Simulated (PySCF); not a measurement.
Assignment exercise: C₅H₁₀OSi₃

Structure with atom numbers: `[CH:1]#[C:2][Si@@H:3]([CH3:4])[Si@H:5]([C:6]#[CH:7])[O:8][SiH3:9]`. Each H is labelled by its parent atom.

[PySCF: structure optimised with GFN2-xTB; σ from GIAO-PBE0/pcSseg-1; isolated molecule; one computed conformer; averaged over atoms made equivalent by symmetry, fast rotation or ring inversion; non-relativistic Hamiltonian]

Shifts are taken against calculated references (same method and geometry level): TMS for ¹³C (σref 186.93), ¹H (σref 31.72).

(1) Assign these signals to the numbered atoms. ¹³C{¹H} NMR (computed): δ 105.9 (CH), 104.8 (CH), 90.4 (C), 87.9 (C), -5.8 (CH3).

(2) Assign these signals to the numbered atoms. ¹H NMR (300 MHz, computed): δ 5.62 (m, 1H), 5.17 (s, 3H), 4.75 (m, 1H), 2.18 (d, 1H), 2.04 (d, 1H), 0.25 (d, 3H).

Answers

(1) 
105.9 → C1, terminal alkyne carbon
104.8 → C7, terminal alkyne carbon: the triple bond shields along its axis, which puts it between sp3 and sp2 carbons
90.4 → C6, alkyne carbon: the triple bond shields along its axis, which puts it between sp3 and sp2 carbons
87.9 → C2, alkyne carbon
-5.8 → C4, methyl carbon bonded to Si: an electropositive neighbour leaves it electron-rich and shielded

C1 and C7 lie closer than the usual error of such a calculation, so a measured spectrum could show them in the other order.

(2) 
5.62 → H(Si5), hydrogen on a silicon bonded to C, O, Si
5.17 → H(Si9), hydrogen on a silicon bonded to O
4.75 → H(Si3), hydrogen on a silicon bonded to 2 C, Si
2.18 → H(C7), hydrogen on a terminal alkyne carbon: it lies on the axis of the triple bond, in its shielding cone
2.04 → H(C1), hydrogen on a terminal alkyne carbon
0.25 → H(C4), hydrogen on a methyl carbon bonded to Si: an electropositive neighbour shields it, as in TMS itself

Shifts are as computed. Against solution values, carbons near 30 ppm lie about +3 ppm off and those near 130 ppm about +5 ppm. Of 1211 compounds with measured shifts, 218 miss one by over three times the rms of a fit or turn the order of signals round; such compounds aren't used in these exercises. Multiplicities follow the n + 1 count of equivalent neighbours, as no J values were calculated; m marks all less simple cases, F and P coupling included.
